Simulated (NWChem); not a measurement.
Everything below was run with NWChem. System: CCl2, charge 0, spin multiplicity 1, at a geometry optimised with PBE0/def2-SVP. The structure started from a generated list of species. Level: MP2/def2-TZVPD, 11 core orbitals frozen.

Job file:

```
start mol
memory heap 200 mb stack 900 mb global 1100 mb
geometry units angstroms nocenter noautoz
  Cl     1.402247     0.000000     0.149120
  C      0.000000     0.000000    -0.845015
  Cl    -1.402247     0.000000     0.149120
  symmetry group C2v
end
basis spherical
  * library def2-tzvpd
end
scf
  rhf
  nopen 0
  maxiter 100
  thresh 1e-7
  semidirect memsize 60000000 filesize 0
end
mp2
  freeze core 11
end
task mp2 energy
```

Part of the output:

```
             Northwest Computational Chemistry Package (NWChem) 7.3.0
             --------------------------------------------------------

                                NWChem Input Module
                                -------------------

 Scaling coordinates for geometry "geometry" by  1.889725989
 (inverse scale =  0.529177249)

 Turning off AUTOSYM since
 SYMMETRY directive was detected!

                             Geometry "geometry" -> ""
                             -------------------------

 Output coordinates in angstroms (scale by  1.889725989 to convert to a.u.)

  No.       Tag          Charge          X              Y              Z
 ---- ---------------- ---------- -------------- -------------- --------------
    1 Cl                  17.0000     1.40224700     0.00000000     0.14912000
    2 C                    6.0000     0.00000000     0.00000000    -0.84501500
    3 Cl                  17.0000    -1.40224700     0.00000000     0.14912000

 Effective nuclear repulsion energy (a.u.)     117.3343488477

            Nuclear Dipole moment (a.u.)
            ----------------------------
        X                 Y               Z
 ---------------- ---------------- ----------------
     0.0000000000     0.0000000000    -0.0000188973

      Symmetry information
      --------------------

 Group name             C2v
 Group number             16
 Group order               4
 No. of unique centers     2

      Symmetry unique atoms

     1    2


 Summary of "ao basis" -> "" (spherical)
 ------------------------------------------------------------------------------
       Tag                 Description            Shells   Functions and Types
 ---------------- ------------------------------  ------  ---------------------
 *                         def2-tzvpd                 on all atoms

 Summary of "ao basis" -> "ao basis" (spherical)
 ------------------------------------------------------------------------------
       Tag                 Description            Shells   Functions and Types
 ---------------- ------------------------------  ------  ---------------------
[...]
     1   1 0 0      0.000000      0.000000      0.000000
     1   0 1 0      0.000000      0.000000      0.000000
     1   0 0 1      0.365715      0.000000     -0.000019

     2   2 0 0    -21.958058      0.000000    238.740241
     2   1 1 0     -0.000000      0.000000      0.000000
     2   1 0 1      0.000000      0.000000      0.000000
     2   0 2 0    -22.382238      0.000000      0.000000
     2   0 1 1      0.000000      0.000000      0.000000
     2   0 0 2    -24.900918      0.000000     17.999423

                   NWChem MP2 Semi-direct Energy/Gradient Module
                   ---------------------------------------------

  Basis functions       =    129
  Molecular orbitals    =    129
  Frozen core           =     11
  Frozen virtuals       =      0
  Active alpha occupied =      9
  Active beta occupied  =      9
  Active alpha virtual  =    109
  Active beta virtual   =    109
  Use MO symmetry       = T
  Use skeleton AO sym   = T

  AO/Fock/Back tols     =   1.0D-09  1.0D-09  1.0D-09

 GA uses MA = F    GA memory limited = T

 Available:
  local mem=  1.26D+08
 global mem=  1.44D+08
 local disk=  0.00D+00
  mp2_memr nvloc                   109
  nvloc new                   109
   1 passes of   9:        5242880                      82978                  27532224.
   1 passes of   9: M    126149271           G      144145918           F     120906391.

 Semi-direct pass number   1 of   1  for RHF alpha+beta  at        5.3s
  vrange nnbf                  8246
  mp2_eaftype                   105  avail_ma_in_mb                  1099
 EAF : mp2_eaftype filesize         105   13766112.
  mp2_eaf for mointskh                    105
Node 0 wrote     64.7 Mb in      0.0 s     Agg I/O rate:  1351.2 Mb/s
 Done moints_semi at       15.0s
  mp2_eaftype                   105  avail_ma_in_mb                   994
 EAF : mp2_eaftype filesize         105   13766112.
  mp2_eaf for kh                   105
 Done maket at       15.4s
 Done multipass loop at       15.4s

          -------------------------------------------
          SCF energy                -956.793801677835
          Correlation energy          -0.512940647429
          Singlet pairs               -0.317816754961
          Triplet pairs               -0.195123892468
          Total MP2 energy          -957.306742325264
          -------------------------------------------

          ---------------------------------------------------
                    Spin Component Scaled (SCS) MP2
          Same spin pairs                     -0.130082594979
          Same spin scaling factor             0.333333333333
          Opposite spin pairs                 -0.382858052450
          Opposite spin scaling fact.          1.200000000000
          SCS-MP2 correlation energy          -0.502790527933
          Total SCS-MP2 energy              -957.296592205769
          ---------------------------------------------------

 -----------------------
 Performance information
 -----------------------

 Timer overhead =  1.89D-07 seconds/call

               Nr. of calls         CPU time (s)                 Wall time (s)                GFlops
             ---------------    -------------------     ------------------------------   -------------------
Name         Min   Avg   Max    Min     Avg     Max     Min     Avg     Max   Mx/calls   Min     Max     Sum
mp2: moin     1     1     1    9.7     9.7     9.7      9.7     9.7     9.7     9.7      0.0     0.0     0.0
mp2: make     1     1     1   0.37    0.37    0.37     0.37    0.37    0.37    0.37      0.0     0.0     0.0
mp2: tota     1     1     1    10.     10.     10.      10.     10.     10.     10.      0.0     0.0     0.0

 The average no. of pstat calls per process was 3.00D+00
 with a timing overhead of 5.67D-07s

 Task  times  cpu:       15.3s     wall:       15.3s

 Total times  cpu:       15.4s     wall:       15.4s
```
